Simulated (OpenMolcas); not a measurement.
Pt2+ among 6 point charges of -1.5 e arranged as a trigonal prism (D3h), 2.12 Å from the ion, with a polar angle of 41.2° against the regular 49.1°.

```yaml
Program: OpenMolcas 26.06
Method: "SS-CASPT2, IPEA 0.25 Eh, imaginary shift 0.1 Eh (closed shells correlated: 4f 5s 5p)"
Basis: ANO-RCC-VDZP [7s6p4d2f]
Scalar_Hamiltonian: DKH2, point nucleus
Active_space: 8 electrons in 5 orbitals (5d)
State_averaging: 2S+1 = 3 even, 10 roots; 2S+1 = 1 even, 15 roots
Spin-orbit_coupling: state interaction with AMFI integrals over the reference wave functions
```

Problem. What is the spin-free ground state (labels of D3, the rotations of D3h)?

Solution. 3A2, 1-fold in its orbital part, 89 % from free-ion F terms; it has the highest spin that d8 allows.

Problem. Where is the first state of the same spin?

Solution. 3E at 9250 cm-1 above the ground state.

Problem. What are the lowest two levels with spin-orbit coupling?

Solution. A 1-fold level A1, then a 2-fold level E 1050 cm-1 above it. Their leading multiplicities are 3 (97 %) and 3 (95 %).

Problem. What is χT at 300 K, and how does it compare with the textbook value?

Solution. The lowest level has 2S+1 = 3, for which the spin-only value is χT = S(S+1) / 2 = 1.000 cm3 K/mol (g = 2). The computed 1.128 at 300 K differs by +0.128, through orbital momentum, spin-orbit coupling and any other state in reach.

Roots that are degenerate in the reference are averaged as groups; the widest CASPT2 spread within a group is 100 cm-1 (the 2-fold group of multiplicity 1 near 35000 cm-1 above the lowest state of its run). Shifts and gaps below about the spread of the groups concerned are not significant. Real 4d8 and 5d8 ions are as a rule square planar and diamagnetic. Free-ion shares, where given, are those of the reference states; single-state CASPT2 does not remix them. This is an electrostatic model: the charges have no orbitals. No measured value stands beside these numbers.
